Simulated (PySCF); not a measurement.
An excited-state job on `BNB(F)C(=C)C`.

Method: TDDFT PBE0/def2-SVPD, vertical, gas phase, core orbitals frozen in the response (PySCF 2.14.0, density-fitted response routines). Geometry: GFN2-xTB. The command runs a driver script over a list of jobs; the input below is this job's line of settings and its coordinates in Å.

Command:
```bash
OMP_NUM_THREADS=1 python probes_run.py task.json out
```

Input:
```
{"job": {"kind": "uv", "xc": "PBE0", "basis": "def2-SVPD", "nstates": 6, "ntriplets": 2}, "charge": 0, "multiplicity": 1}
B      2.886375     0.277206     0.046185
N      1.526363    -0.086170     0.012886
B      0.413339     0.671789    -0.444999
F      0.640132     1.898768    -0.911484
C     -1.062364     0.134361    -0.431478
C     -2.060703     0.899842    -0.872325
C     -1.338560    -1.254477     0.080673
H      3.664090    -0.494920     0.459992
H      3.204348     1.332342    -0.337347
H      1.296450    -1.008079     0.355751
H     -1.878258     1.895641    -1.239289
H     -3.086989     0.565060    -0.883494
H     -0.774803    -1.989183    -0.493332
H     -2.396520    -1.495019     0.006182
H     -1.037313    -1.339173     1.124511
```

Give the output.

```
coarse grid: 12544 points
cycle   1  E = -322.8380890557  dE =  6.129e-01  |g| = 5.395e-01  |ddm| = 8.661e+00
cycle   2  E = -322.8154513611  dE =  2.264e-02  |g| = 6.820e-01  |ddm| = 2.191e+00
cycle   3  E = -322.9013072589  dE = -8.586e-02  |g| = 6.994e-02  |ddm| = 1.055e+00
cycle   4  E = -322.9021419636  dE = -8.347e-04  |g| = 2.689e-02  |ddm| = 1.580e-01
cycle   5  E = -322.9022926258  dE = -1.507e-04  |g| = 8.160e-03  |ddm| = 5.331e-02
cycle   6  E = -322.9023071570  dE = -1.453e-05  |g| = 2.899e-03  |ddm| = 2.058e-02
cycle   7  E = -322.9023091841  dE = -2.027e-06  |g| = 6.985e-04  |ddm| = 6.689e-03
final grid: 121616 points
cycle   8  E = -322.9437364663  dE = -5.643e-05  |g| = 7.781e-03  |ddm| = 1.807e-01
cycle   9  E = -322.9437320537  dE =  4.413e-06  |g| = 9.075e-03  |ddm| = 2.784e-02
cycle  10  E = -322.9437518268  dE = -1.977e-05  |g| = 1.003e-03  |ddm| = 1.321e-02
cycle  11  E = -322.9437520404  dE = -2.136e-07  |g| = 2.524e-04  |ddm| = 1.628e-03
cycle  12  E = -322.9437520536  dE = -1.320e-08  |g| = 6.629e-05  |ddm| = 5.837e-04
cycle  13  E = -322.9437520546  dE = -1.021e-09  |g| = 1.945e-05  |ddm| = 2.156e-04
cycle  14  E = -322.9437520547  dE = -6.878e-11  |g| = 8.015e-06  |ddm| = 5.654e-05
converged SCF energy = -322.9437520547

Static polarisability (au): isotropic 73.436, principal 50.408 71.459 98.442

Singlet excitations
state   eV       nm        f      main configurations
  1   5.7560    215.4   0.28283   H->L 0.96
  2   6.1386    202.0   0.00058   H-1->L 0.95
  3   6.4350    192.7   0.00042   H-2->L 0.90
  4   6.9899    177.4   0.25023   H-3->L 0.91
  5   7.0438    176.0   0.00219   H->L+2 0.97
  6   7.3217    169.3   0.07980   H->L+1 0.88

Triplet excitations (Tamm-Dancoff, eV): 3.7743 5.6084
```

The SCF starts on a coarse grid where the log names one; the energy can jump when the final grid takes over, and dE then counts from the start density on the new grid. H and L stand for HOMO and LUMO; the number after each pair is its weight.

Give the mean polarisability as a volume in Å³, and the ratio of the largest to the smallest principal value.

73.436 au × 0.148185 = 10.88 Å³; 98.442/50.408 = 1.95.

Summary of the converged run: HOMO -7.83 eV, LUMO -1.46 eV; lowest singlet 5.76 eV; lowest triplet 3.77 eV (Tamm–Dancoff); mean polarisability 73.4 au.

Cost: about 80 s of CPU time on one thread (with the writing of density and orbital grids); the machine was shared, so the figure is rough.

One conformer stands for the species.
Labels such as C1 count atoms from 1, the log's own numbers from 0.
